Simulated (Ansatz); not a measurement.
Total energies of `P[SiH2]C1CC1`.

```xyz
14

P    -2.055   -1.680    1.286
Si    0.029   -0.836    1.097
C     0.169    0.687    0.050
C     0.268    0.550   -1.448
C     1.461    0.987   -0.670
H    -2.622   -0.426    1.644
H    -2.342   -1.510   -0.096
H     0.880   -1.892    0.479
H     0.516   -0.587    2.483
H    -0.380    1.556    0.399
H    -0.247    1.285   -2.054
H     0.275   -0.448   -1.871
H     2.283    0.289   -0.561
H     1.765    2.025   -0.739
```

Charge 0, multiplicity 1. All single points use the PBE0-D4/def2-TZVP geometry. It is one conformer, not always the lowest. Basis def2-TZVPP, the Gaussian-basis code of Ansatz.

RPA on PBE orbitals: Hartree–Fock energy of these orbitals -748.49420 Eh, correlation -1.38178 Eh (frozen core).

```
             functional                                       kind  energy without D4 (Eh)  D4 term (kJ/mol)
            LDA (SPW92)                                        LDA              -747.05245                 –
                    PBE                                        GGA              -750.13616             -31.9
                 revPBE                                        GGA              -750.45513             -95.3
                   BLYP                                        GGA              -750.53126             -69.3
                 r2SCAN                                   meta-GGA              -750.48913              -8.2
                 B97M-V                         meta-GGA with VV10              -750.46432                 –
                   PBE0         global hybrid, 25 % exact exchange              -750.21938             -27.1
                  B3LYP                        global hybrid, 20 %              -750.66352             -51.1
                r2SCANh                      meta-GGA hybrid, 10 %              -750.48236              -8.7
                r2SCAN0                      meta-GGA hybrid, 25 %              -750.47331              -9.6
HSE06 (plane-wave form)                            screened hybrid              -750.19784             -25.4
                  BHLYP                        global hybrid, 50 %              -750.53511             -39.3
              CAM-B3LYP                     range-separated hybrid              -750.55513             -27.6
                LC-ωPBE                long-range corrected hybrid              -750.35185                 –
                ωB97X-V       range-separated hybrid GGA with VV10              -750.48823                 –
                ωB97M-V  range-separated hybrid meta-GGA with VV10              -750.50016                 –
                 B2PLYP                              double hybrid              -750.25211                 –
               PBE-QIDH                              double hybrid              -750.03106                 –
```

B3LYP takes the VWN-RPA correlation (the form of Gaussian; ORCA's B3LYP/G). HSE06 is the plane-wave form, built on full-range PBE exchange. The double hybrids freeze the cores in their second-order part.

LC-ωPBE has ω = 0.4 bohr⁻¹.
